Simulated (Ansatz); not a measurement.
GaF2Br, SMILES [F][Ga]([F])[Br].

Geometry optimised at PBE0-D3(BJ)/def2-SVP. The structure was generated by enumeration; whether it is a known compound was not checked.

Two levels are set side by side: PBE/def2-SVPD (Ansatz, a program for electronic structure) and CAM-B3LYP/def2-SVPD (Ansatz). Energy differences of separate SCF runs at the same geometry; the states with an electron removed or added have multiplicity 2 and 2. Differences are taken from unrounded values.

| quantity | CAM-B3LYP | PBE | PBE minus CAM-B3LYP |
|---|---|---|---|
| vertical ionisation energy (eV) | 12.17 | 11.77 | -0.41 |
| vertical electron affinity (eV) | 0.74 | 0.82 | 0.08 |
| vertical singlet–triplet gap (eV) | 5.60 | 5.20 | -0.40 |
